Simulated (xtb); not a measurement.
xtb input:

```bash
xtb mol.xyz --gfn 1 --sp --chrg 0 --uhf 0
```
mol.xyz:
```
16

Si     0.00464129    -0.01283827     0.02301479
C      1.69457611     0.32126507    -0.73395547
C     -0.97788287    -1.08804769    -1.15613694
C     -0.84798403     1.62705421     0.33222432
N      0.06741607    -0.84786217     1.54080530
H      1.60704398     0.84839782    -1.68792334
H      2.23555547    -0.61037211    -0.91791051
H      2.30948705     0.93492088    -0.07081368
H     -1.05126951    -0.62304759    -2.14206248
H     -1.98977667    -1.25657494    -0.78302963
H     -0.50352008    -2.06380088    -1.29077800
H     -1.85896635     1.47757818     0.71577510
H     -0.91557021     2.21329330    -0.58724058
H     -0.29820086     2.22771229     1.06173847
H      0.39273315    -0.37224727     2.36836327
H      0.32333815    -1.82271828     1.57324583
```

**Question.** What final total energy does it print?

**Answer.** -17.36860 Eh (GFN1-xTB).
